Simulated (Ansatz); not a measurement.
Li2Al3⁻. Total charge -1; triplet. Geometry PBE-D4/def2-TZVPD; atoms count from 1.

Cartesian coordinates in Å:
```
Li 1.687 -0.181 -1.625
Li 0.486 -1.420 1.010
Al 0.634 1.212 0.428
Al -0.934 -0.359 -1.026
Al -1.873 0.748 1.213
```

The charge -1 triplet is spin-contaminated (final ⟨S²⟩ up to 2.14, 2.00 for a pure state). The structure comes from a short search, and lower isomers may exist.

(1) Estimate the Mulliken populations from the PBE0/def2-TZVPD orbitals of Ansatz.

(2) Where does the spin sit?

(3) And the Mayer bond orders between bonded heavy atoms (over 0.3)?

## Answers

(1) 
```
atom  charge (e)  spin (α − β)
 Li1        0.17         -0.05
 Li2        0.37         -0.18
 Al3       -0.62          0.93
 Al4       -0.62          0.93
 Al5       -0.29          0.37
```
Mulliken values and Mayer orders depend strongly on the basis. With diffuse functions, as here, like atoms can get unlike values, and bond orders can come out too low or too high.

(2) Summed by element: Li -0.23, Al 2.23, of 2 unpaired in all. Largest on single atoms: Al3 0.93, Al4 0.93, Al5 0.37.

(3) Li1–Al3 0.43 (2.70 Å); Li1–Al4 0.43 (2.70 Å); Li2–Al3 0.35 (2.70 Å); Li2–Al4 0.35 (2.70 Å); Al3–Al4 1.04 (2.65 Å); Al3–Al5 0.65 (2.67 Å); Al4–Al5 0.65 (2.67 Å). Values over 0.3 also appear between atoms too far apart for a bond (Li1–Al5 0.31 at 4.65 Å); they arise where an orbital or an unpaired electron spreads over both atoms.
